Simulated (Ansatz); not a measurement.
PH-, multiplicity 2 (lowest of 2S+1 = 2, 4 at CCSD(T)/def2-TZVPP on PBE0 minima; our sources give no spin for the ground state, which may be another), most abundant isotopes (1.0078 and 30.9738 u). Constants from fifth-degree fits in 1/R to seven points on the lowest solution found; no spin–orbit coupling, no relativity up to Kr; ω_e x_e and α_e move by some per cent with the fit.

Frozen-core correlation. CBS(a, b) extrapolates the correlation energy as X⁻³ and adds the Hartree–Fock energy of set b.

Run with Ansatz (Gaussian basis) for Hartree–Fock, density functionals and correlated methods. 

```json
[
 {"level": "PBE/def2-TZVPP", "r_e (Å)": "1.4550", "ω_e (cm⁻¹)": "2165.7", "ω_e x_e (cm⁻¹)": "45.1", "α_e (cm⁻¹)": "0.268"},
 {"level": "CCSD(T)/CBS(aug-cc-pV(Q+d)Z, aug-cc-pV(5+d)Z)", "r_e (Å)": "1.4363", "ω_e (cm⁻¹)": "2265.0", "ω_e x_e (cm⁻¹)": "47.2", "α_e (cm⁻¹)": "0.270"}
]
```

Task: Derive the rotational constants, the centrifugal constant, the fundamental, the zero-point energy and the force constant.

Result: 
μ = 0.97607 u.
- PBE/def2-TZVPP: B_e = 16.8576/(μ r_e²) = 8.1582 cm⁻¹; B₀ = B_e − α_e/2 = 8.0241 cm⁻¹; D = 4B_e³/ω_e² = 4.63e-04 cm⁻¹; fundamental ω_e − 2ω_e x_e = 2075 cm⁻¹; zero-point energy ω_e/2 − ω_e x_e/4 = 1072 cm⁻¹; k = μ(2πcω_e)² = 270 N/m
- CCSD(T)/CBS(aug-cc-pV(Q+d)Z, aug-cc-pV(5+d)Z): B_e = 16.8576/(μ r_e²) = 8.3721 cm⁻¹; B₀ = B_e − α_e/2 = 8.2369 cm⁻¹; D = 4B_e³/ω_e² = 4.58e-04 cm⁻¹; fundamental ω_e − 2ω_e x_e = 2171 cm⁻¹; zero-point energy ω_e/2 − ω_e x_e/4 = 1121 cm⁻¹; k = μ(2πcω_e)² = 295 N/m

Ansatz is a program for electronic structure.
